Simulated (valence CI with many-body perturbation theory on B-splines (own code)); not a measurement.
Energy levels of Ba³³⁺

Method: valence CI with perturbative core correlation (CI+MBPT): five valence electrons over a frozen Dirac-Fock core [Ar], radial functions for each j: 7 s, 7 p, 8 d, 6 f, 4 g, 1 h, with the one-electron correlation potential Σ1 (screened to all orders), the two-electron term Σ2, the three-electron term Σ3, Breit, model QED; selected single and double excitations, second order for the rest, scaled by the run's own slope (own B-spline code, finite nucleus).

No measured spectrum was set against this ion. As an estimate, large intervals hold to a few tenths of a per cent, small ones and those within an open d or f shell to about a per cent. Among the levels kept, up to 640 cm⁻¹ of a level comes from second order outside the variational space, and about a tenth of that is noise between levels of different J, which matters for small intervals. Only levels of the ground parity were solved; by the run's estimate the other parity begins above the list, which can be wrong where configurations are misplaced.

Levels 1 to 32 of 32, with energies above the lowest level, (3d3/2^4 3d5/2) J=5/2. "Leading %" is the weight of the configuration and term that name the level; weights of strongly mixed levels are sums over their largest components and can fall short, so below about 35 % the name and the second component can differ from the true leading terms, or belong to a minority configuration. In the jj column 3d3/2^4 stands for four electrons in 3d with j = 3/2. Lifetimes count E1, E2, E3, M1 and M2 decay at the calculated energies, and are blank where another channel may lead or the interval is too uncertain; long ones can be off by a factor of two.

```tsv
No.	Configuration	Term	J	E (eV)	Leading %	Second component	Lifetime	Leading jj
1	3d⁵	⁶S	5/2	0.000	43	30 % 3d⁵ ⁴P		3d3/2^4 3d5/2 (65 %)
2	3d⁵	⁶S	5/2	12.754	30	26 % 3d⁵ ²F	28.7 μs	3d3/2^3 3d5/2^2 (54 %)
3	3d⁵	⁴G	7/2	20.743	44	21 % 3d⁵ ²F	52.9 μs	3d3/2^3 3d5/2^2 (96 %)
4	3d⁵	⁴D	3/2	21.435	41	38 % 3d⁵ ⁴P	14.2 μs	3d3/2^3 3d5/2^2 (94 %)
5	3d⁵	⁴G	11/2	21.867	51	33 % 3d⁵ ²H		3d3/2^3 3d5/2^2 (92 %)
6	3d⁵	⁴G	9/2	24.321	54	18 % 3d⁵ ⁴F	1.91 ms	3d3/2^3 3d5/2^2 (82 %)
7	3d⁵	⁴D	5/2	25.096	37	25 % 3d⁵ ⁴G	39.1 μs	3d3/2^3 3d5/2^2 (67 %)
8	3d⁵	⁴P	1/2	26.292	59	24 % 3d⁵ ⁴D	460 μs	3d3/2^3 3d5/2^2 (72 %)
9	3d⁵	²F	7/2	30.081	30	27 % 3d⁵ ⁴F	152 μs	3d3/2^3 3d5/2^2 (83 %)
10	3d⁵	²D	5/2	32.647	36	16 % 3d⁵ ⁴G	10.6 μs	3d3/2^2 3d5/2^3 (58 %)
11	3d⁵	⁴D	7/2	36.193	45	30 % 3d⁵ ⁴G	22.7 μs	3d3/2^2 3d5/2^3 (88 %)
12	3d⁵	²D	3/2	36.382	53	24 % 3d⁵ ⁴D	56.1 μs	3d3/2^3 3d5/2^2 (57 %)
13	3d⁵	²I	11/2	36.918	57	37 % 3d⁵ ⁴G		3d3/2^2 3d5/2^3 (93 %)
14	3d⁵	²G	9/2	38.693	43	41 % 3d⁵ ⁴G	31.2 μs	3d3/2^2 3d5/2^3 (82 %)
15	3d⁵	⁴D	1/2	39.392	74	18 % 3d⁵ ⁴P	16.7 μs	3d3/2^2 3d5/2^3 (92 %)
16	3d⁵	²I	13/2	40.386	100		148 μs	3d3/2^2 3d5/2^3 (100 %)
17	3d⁵	⁴P	3/2	40.573	51	34 % 3d⁵ ⁴F	7.98 μs	3d3/2^2 3d5/2^3 (89 %)
18	3d⁵	²F	5/2	42.406	39	20 % 3d⁵ ⁴D	14.5 μs	3d3/2^2 3d5/2^3 (85 %)
19	3d⁵	²H	9/2	46.014	53	46 % 3d⁵ ⁴F	11.0 μs	3d3/2^2 3d5/2^3 (100 %)
20	3d⁵	²G	7/2	47.682	61	33 % 3d⁵ ²F	44.2 μs	3d3/2^2 3d5/2^3 (98 %)
21	3d⁵	⁴F	5/2	48.463	54	20 % 3d⁵ ²F	11.1 μs	3d3/2^2 3d5/2^3 (89 %)
22	3d⁵	²D	3/2	50.910	81	14 % 3d⁵ ⁴F	29.0 μs	3d3/2^2 3d5/2^3 (56 %)
23	3d⁵	²F	7/2	52.579	51	36 % 3d⁵ ²G	16.5 μs	3d3/2^2 3d5/2^3 (78 %)
24	3d⁵	²S	1/2	53.370	58	22 % 3d⁵ ⁴P	11.0 μs	3d3/2^2 3d5/2^3 (54 %)
25	3d⁵	⁴P	5/2	53.973	32	30 % 3d⁵ ²F	5.00 μs	3d3/2 3d5/2^4 (79 %)
26	3d⁵	²G	9/2	57.534	59	21 % 3d⁵ ²H		3d3/2^2 3d5/2^3 (72 %)
27	3d⁵	⁴F	7/2	59.458	38	27 % 3d⁵ ²F	7.29 μs	3d3/2 3d5/2^4 (94 %)
28	3d⁵	²H	11/2	60.858	62	27 % 3d⁵ ²I	8.02 μs	3d3/2 3d5/2^4 (97 %)
29	3d⁵	²D	3/2	62.772	54	22 % 3d⁵ ⁴D	5.44 μs	3d3/2 3d5/2^4 (81 %)
30	3d⁵	²D	5/2	66.110	64	26 % 3d⁵ ²F	7.43 μs	3d3/2 3d5/2^4 (73 %)
31	3d⁵	²G	9/2	67.852	81	8 % 3d⁵ ²H	11.0 μs	3d3/2 3d5/2^4 (70 %)
32	3d⁵	²D	5/2	70.599	59	24 % 3d⁵ ²F	9.65 μs	3d3/2^2 3d5/2^3 (50 %)
```

The ionisation energy to 3d⁴ ³P0 of the next ion comes out as 2142.4 eV (NIST: 2142 ± 5 eV (theoretical)). All 32 levels together are meant to be complete up to 70.603 eV.
